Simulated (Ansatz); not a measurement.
C2H10BNSi can be A, `BN([SiH3])CC`, or B, `CB(N)C[SiH3]`.

Computed with Ansatz on PBE0-D4/def2-TZVP structures; ΔE is electronic, products minus reactants. CBS: MP2 limit from def2 TZ/QZ plus the TZ coupled-cluster correction, frozen cores. DFT in def2-TZVPP. B3LYP here is the variant with VWN-RPA as its local correlation; programs differ in this. One conformer a species, not always the lowest.

A:

```xyz
15

B     1.484    0.681   -0.951
N     0.600    0.226    0.029
Si    0.265    1.134    1.486
C    -0.087   -1.062   -0.114
C    -1.446   -0.925   -0.776
H     1.701   -0.011   -1.908
H     2.014    1.746   -0.820
H     0.688    0.336    2.669
H     0.997    2.419    1.435
H    -1.196    1.381    1.620
H     0.550   -1.726   -0.703
H    -0.198   -1.525    0.873
H    -1.935   -1.899   -0.852
H    -2.100   -0.261   -0.206
H    -1.338   -0.514   -1.782
```

B:

Z-matrix (Å, degrees):
```
C
B 1 1.576
H 1 1.096 2 109.9
H 1 1.093 2 114.1 3 -120.9
H 1 1.095 2 111.1 3 116.8
N 2 1.399 1 119.9 3 115.1
C 2 1.576 1 120.8 3 -66.5
H 6 1.005 2 122.8 1 0.9
H 6 1.006 2 123.6 1 -180.0
Si 7 1.873 2 111.1 1 -89.1
H 7 1.096 2 112.7 1 151.0
H 7 1.095 2 111.4 1 29.9
H 10 1.489 7 111.0 2 54.4
H 10 1.490 7 111.6 2 174.8
H 10 1.489 7 110.4 2 -65.2
```

(1) Which isomer does CCSD(T)/CBS put lower? Give the gap. (An estimate is asked.)

(2) Give E(B) − E(A) in kcal/mol with PBE0-D4, CCSD(T)/def2-SVP, HF/def2-TZVPP, MP2/def2-TZVPP, CCSD(T)/def2-TZVPP, BLYP-D4, B3LYP. (Best estimate.)

(3) Does the order hold for the free energy at 298.15 K (harmonic terms from PBE0-D4)? (Best estimate.)

Largest T1 diagnostic: 0.012.

Answers

(1) Ansatz gave: B, by 19.6 kcal/mol.

(2) The calculation gave: PBE0-D4 -22.3, CCSD(T)/def2-SVP -17.0, HF/def2-TZVPP -16.8, MP2/def2-TZVPP -19.5, CCSD(T)/def2-TZVPP -19.0, BLYP-D4 -19.1, B3LYP -20.1. None reverses the order clearly.

(3) The calculation gave: Yes: G(B) − G(A) = -19.7 kcal/mol, for one conformer each. Modes under 60 cm⁻¹, often nearly free rotors, make the harmonic entropy too high.

Leaving LDA and LC-ωPBE aside and taking each functional with its dispersion term where it has one, the values, not all of them listed here, spread over 4.5 kcal/mol, from B97M-V to BHLYP-D4. At CCSD(T), def2-SVP lies +2.6 kcal/mol from the extrapolated value and def2-TZVPP +0.5 kcal/mol.
